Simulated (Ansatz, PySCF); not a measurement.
C₃H₉FOSi, SMILES O(C)[Si@@H](C)CF. Atoms are numbered in the order given.

```xyz
15

C      2.4271    -0.5886    -0.0168
O      1.3606    -0.4141    -0.9184
Si    -0.2463    -0.2540    -0.4903
C     -0.8020    -1.5157     0.7709
C     -0.5651     1.4675     0.2511
F     -1.9130     1.4995     0.6308
H      2.5410     0.2702     0.6727
H      3.3619    -0.6834    -0.5912
H      2.3101    -1.5032     0.5949
H     -1.0131    -0.3735    -1.7595
H     -0.2008    -1.4632     1.6936
H     -1.8476    -1.3048     1.0484
H     -0.7483    -2.5452     0.3833
H     -0.3795     2.2874    -0.4667
H      0.0543     1.6701     1.1457
```
Charge 0, spin multiplicity 1.

Geometry: r2SCAN-D4/def2-SVP. The structure was generated by enumeration; whether it is a known compound was not checked. One conformer was computed; it need not be the lowest.

Two levels are set side by side: PBE-D3(BJ)/def2-SVP (Ansatz, a program for electronic structure) and r2SCAN-D4/def2-SVP (Ansatz). Each level has its own optimised geometry; the coordinates shown are those of the second. Frequencies come from the Hessian of PySCF at each geometry. Differences are taken from unrounded values.

```json
[
 {"quantity": "mean bond length (Å)", "r2SCAN-D4": "1.326", "PBE-D3(BJ)": "1.335", "PBE-D3(BJ) minus r2SCAN-D4": "0.009"},
 {"quantity": "bond C1–O2 (Å)", "r2SCAN-D4": "1.407", "PBE-D3(BJ)": "1.411", "PBE-D3(BJ) minus r2SCAN-D4": "0.004"},
 {"quantity": "bond O2–Si3 (Å)", "r2SCAN-D4": "1.671", "PBE-D3(BJ)": "1.687", "PBE-D3(BJ) minus r2SCAN-D4": "0.016"},
 {"quantity": "bond Si3–C4 (Å)", "r2SCAN-D4": "1.869", "PBE-D3(BJ)": "1.880", "PBE-D3(BJ) minus r2SCAN-D4": "0.011"},
 {"quantity": "bond Si3–C5 (Å)", "r2SCAN-D4": "1.901", "PBE-D3(BJ)": "1.914", "PBE-D3(BJ) minus r2SCAN-D4": "0.013"},
 {"quantity": "bond C5–F6 (Å)", "r2SCAN-D4": "1.401", "PBE-D3(BJ)": "1.403", "PBE-D3(BJ) minus r2SCAN-D4": "0.003"},
 {"quantity": "bond C1–H7 (Å)", "r2SCAN-D4": "1.107", "PBE-D3(BJ)": "1.116", "PBE-D3(BJ) minus r2SCAN-D4": "0.009"},
 {"quantity": "bond C1–H8 (Å)", "r2SCAN-D4": "1.101", "PBE-D3(BJ)": "1.110", "PBE-D3(BJ) minus r2SCAN-D4": "0.009"},
 {"quantity": "bond C1–H9 (Å)", "r2SCAN-D4": "1.107", "PBE-D3(BJ)": "1.115", "PBE-D3(BJ) minus r2SCAN-D4": "0.009"},
 {"quantity": "bond Si3–H10 (Å)", "r2SCAN-D4": "1.488", "PBE-D3(BJ)": "1.499", "PBE-D3(BJ) minus r2SCAN-D4": "0.011"},
 {"quantity": "bond C4–H11 (Å)", "r2SCAN-D4": "1.103", "PBE-D3(BJ)": "1.109", "PBE-D3(BJ) minus r2SCAN-D4": "0.007"},
 {"quantity": "bond C4–H12 (Å)", "r2SCAN-D4": "1.102", "PBE-D3(BJ)": "1.109", "PBE-D3(BJ) minus r2SCAN-D4": "0.007"},
 {"quantity": "bond C4–H13 (Å)", "r2SCAN-D4": "1.101", "PBE-D3(BJ)": "1.108", "PBE-D3(BJ) minus r2SCAN-D4": "0.007"},
 {"quantity": "bond C5–H14 (Å)", "r2SCAN-D4": "1.105", "PBE-D3(BJ)": "1.114", "PBE-D3(BJ) minus r2SCAN-D4": "0.008"},
 {"quantity": "bond C5–H15 (Å)", "r2SCAN-D4": "1.107", "PBE-D3(BJ)": "1.115", "PBE-D3(BJ) minus r2SCAN-D4": "0.008"},
 {"quantity": "highest harmonic wavenumber (cm⁻¹)", "r2SCAN-D4": "3148", "PBE-D3(BJ)": "3086", "PBE-D3(BJ) minus r2SCAN-D4": "-62"},
 {"quantity": "mean harmonic wavenumber (cm⁻¹)", "r2SCAN-D4": "1320", "PBE-D3(BJ)": "1285", "PBE-D3(BJ) minus r2SCAN-D4": "-34"},
 {"quantity": "zero-point energy (kcal/mol)", "r2SCAN-D4": "73.57", "PBE-D3(BJ)": "71.65", "PBE-D3(BJ) minus r2SCAN-D4": "-1.92"}
]
```
